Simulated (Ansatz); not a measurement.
Relaxation of CH$_{7}$BClNOSi (13 atoms, charge 0, multiplicity 1), to a largest force component of 0.02 eV/Å in at most 50 steps.

Computed with UKS CAM-B3LYP-D4/STO-3G in Ansatz.

```xyz
13
Properties=species:S:1:pos:R:3
C -1.190 -1.335 0.466
N 0.036 -1.055 1.122
B 0.475 0.391 0.891
Cl 0.769 1.518 2.354
Si 1.111 0.998 -0.862
O -0.202 1.016 -1.954
H -1.109 -1.207 -0.647
H -1.548 -2.300 0.685
H -2.009 -0.560 0.858
H 0.758 -1.685 0.725
H 1.628 2.372 -0.701
H 2.189 0.121 -1.316
H -0.888 1.692 -1.606
```

Where does it end, and by what steps?

The run converged. The force dipped under the threshold on the way, but the program's further checks kept it going. Limits of this set-up: minimal basis. After 43 steps the energy has fallen by 2.463 eV; Cl4 moved furthest, 2.50 Å.

| step | energy less start (eV) | largest force component (eV/Å) | accepted |
| --- | --- | --- | --- |
| 0 | 0.0000 | 4.011 | yes |
| 2 | -0.7309 | 0.752 | yes |
| 4 | -1.0687 | 1.491 | yes |
| 6 | -1.4932 | 1.065 | yes |
| 8 | -1.9353 | 1.036 | yes |
| 10 | -2.2368 | 1.237 | yes |
| 12 | -2.3883 | 0.350 | yes |
| 14 | -2.4210 | 0.269 | yes |
| 16 | -2.4308 | 0.052 | yes |
| 18 | -2.4307 | 0.171 | no |
| 20 | -2.4320 | 0.012 | yes |
| 22 | -2.4309 | 0.202 | no |
| 24 | -2.4367 | 0.100 | yes |
| 26 | -2.4409 | 0.176 | yes |
| 28 | -2.4468 | 0.238 | yes |
| 30 | -2.4529 | 0.254 | yes |
| 32 | -2.4565 | 0.254 | yes |
| 34 | -2.4579 | 0.141 | no |
| 36 | -2.4618 | 0.030 | yes |
| 38 | -2.4628 | 0.031 | yes |
| 40 | -2.4633 | 0.055 | yes |
| 42 | -2.4634 | 0.023 | yes |
| 43 | -2.4635 | 0.008 | yes |

```xyz
13
Properties=species:S:1:pos:R:3
C -1.249 -1.634 1.239
N -0.213 -0.997 0.376
B -0.048 0.348 0.097
Cl -1.222 1.510 0.842
Si 1.375 1.052 -1.066
O 0.821 2.293 -2.115
H -1.858 -2.339 0.649
H -0.773 -2.180 2.070
H -1.893 -0.841 1.641
H 0.435 -1.694 -0.046
H 2.467 1.524 -0.241
H 1.901 0.022 -1.926
H 0.279 2.902 -1.505
```

Whether the end is a true minimum wasn't checked by a vibrational analysis.

Run time: 4.6 min on 1 thread of AMD EPYC 7R43 64-Core Processor (Zen 3), on a shared host, peak memory 0.26 GiB.
